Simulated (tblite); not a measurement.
Question: Give a GFN2-xTB geometry of `C=CP(=O)(C(=C)C)C(=C)C`.

Answer: 
```
atom  x, y, z in Å
C1    -0.0726    3.1483    0.0406
C2     0.1683    1.9459   -0.4515
P3    -0.2281    0.5022    0.5759
O4    -0.7610    0.8334    1.9020
C5    -1.3814   -0.5291   -0.4058
C6    -1.9233   -0.1208   -1.5409
C7    -1.7005   -1.8124    0.2837
C8     1.3143   -0.4762    0.6011
C9     1.7683   -0.8456    1.7884
C10    1.9501   -0.8036   -0.7107
H11   -0.5078    3.2417    1.0235
H12    0.1447    4.0597   -0.4936
H13    0.6091    1.7896   -1.4249
H14   -1.6736    0.8280   -1.9855
H15   -2.6444   -0.7242   -2.0710
H16   -2.0153   -1.5931    1.3041
H17   -2.4895   -2.3589   -0.2282
H18   -0.8088   -2.4384    0.3450
H19    1.2441   -0.5462    2.6813
H20    2.6609   -1.4381    1.9144
H21    1.1883   -0.9687   -1.4718
H22    2.5793    0.0250   -1.0372
H23    2.5743   -1.6914   -0.6288
```

Any rigid rotation of these coordinates is as good. Atoms count from 1 in this order. The 5 C–C bonds span 1.321 Å (C1=C2, drawn double) to 1.494 Å (C8–C10, drawn single), a spread of 0.173 Å. Of the pairs four or more bonds apart, C2···H14 is among the closest relative to their van der Waals radii: 2.64 Å, 91 % of the sum of Bondi's values. P3 (phosphoryl phosphorus) is distorted tetrahedral (angles from 103.7° to 114.5°).

Bonds between heavy atoms (Å): C1=C2 1.321, C2–P3 1.816, P3=O4 1.467, P3–C5 1.832, C5=C6 1.322, C5–C7 1.491, P3–C8 1.827, C8=C9 1.324, C8–C10 1.494.

Structure optimised with GFN2-xTB, isolated species.

Point group: C1 (no symmetry element, even within 0.4 Å). Its GFN2-xTB frequencies are all real (lowest 30 cm⁻¹). The numbers are those of one conformer (C1–C2–P3–O4 -1°, C2–P3–C5–C6 -9°, C2–P3–C8–C9 129°).

Time: 2.0 s of wall time. Hardware: an Arm Neoverse V1 with one thread (shared host). That covers the optimisation of the geometry.

The numbers are calculated, not measured.
